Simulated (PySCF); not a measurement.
Compound: 1,1-dibromoethene, C2H2Br2.
Bonds: C1–C2 (double), C2–Br3, C2–Br4. Hydrogens: H5, H6 on C1.

Computed by this run: PBE0-D3(BJ)/def2-SVP geometry optimisation, gas phase (PySCF 2.14.0); density fitting, grid level 1; the optimiser is geomeTRIC in internal coordinates, started from a GFN2-xTB structure with every atom displaced at random (about 0.01 Å).

Step 1: E = -142160.9434 eV
```
atom  x, y, z in Å  |  force x, y, z in eV/Å
C1     -0.7591   -0.2539    0.1710    0.940  -1.215   0.927
C2      0.4895    0.1075   -0.1319   -0.664   0.758  -1.064
Br3     1.2215    1.6405    0.6558    0.375   0.119   0.160
Br4     1.3490   -0.4897   -1.6889    0.279  -0.291   0.121
H5     -1.1307    0.2040    1.0743   -0.690   0.218   0.282
H6     -1.1485   -1.2344   -0.1298   -0.240   0.411  -0.426
```

Step 2: E = -142161.0111 eV
```
atom  x, y, z in Å  |  force x, y, z in eV/Å
C1     -0.7560   -0.2525    0.1889    0.894  -0.981   0.952
C2      0.4865    0.1297   -0.1257   -0.703   0.724  -0.839
Br3     1.2848    1.6512    0.6305    0.100  -0.012   0.172
Br4     1.3332   -0.4903   -1.6832    0.243  -0.313   0.090
H5     -1.2108    0.1691    1.0801   -0.288   0.249   0.076
H6     -1.1160   -1.2333   -0.1402   -0.246   0.333  -0.451
```

Step 3: E = -142161.1624 eV
```
atom  x, y, z in Å  |  force x, y, z in eV/Å
C1     -0.7258   -0.2789    0.2285    0.364  -0.592   0.236
C2      0.4580    0.1703   -0.1871   -0.266   0.155  -0.223
Br3     1.2406    1.6614    0.6409    0.225   0.073  -0.042
Br4     1.3781   -0.5400   -1.6729   -0.088   0.054   0.229
H5     -1.1656    0.1538    1.1267   -0.184   0.109  -0.051
H6     -1.1635   -1.1928   -0.1855   -0.051   0.201  -0.149
```

Question: Estimate the geometry and energy of step 4. (The exact step hangs on the optimiser's Hessian estimate; all steps are aligned on step 3, rigid shifts and turns removed.)

Answer: E = -142161.1850 eV, largest force 0.381 eV/Å
```
atom  x, y, z in Å  |  force x, y, z in eV/Å
C1     -0.7114   -0.3167    0.2475    0.048   0.142   0.350
C2      0.4426    0.1878   -0.1753    0.094  -0.038  -0.236
Br3     1.2657    1.6810    0.6154   -0.037  -0.034   0.046
Br4     1.3616   -0.5394   -1.6365    0.122  -0.051  -0.169
H5     -1.1602    0.1437    1.1283   -0.264  -0.077  -0.001
H6     -1.1765   -1.1826   -0.2287    0.038   0.057   0.010
```

The energy changes by -0.0225 eV. The first-order estimate −F·Δx gives -0.0612 eV and the mean of the old and new forces, exact on a quadratic surface, -0.0231 eV. The step makes an angle of 45° with the force vector and moves no atom by more than 0.046 Å.

The cost below is that of the whole optimisation. Time: 33 s wall; peak memory 0.44 GiB. Hardware: an Intel Xeon 6975P-C with one thread, no GPU, shared host with 192 logical CPUs at a one-minute load of 120.
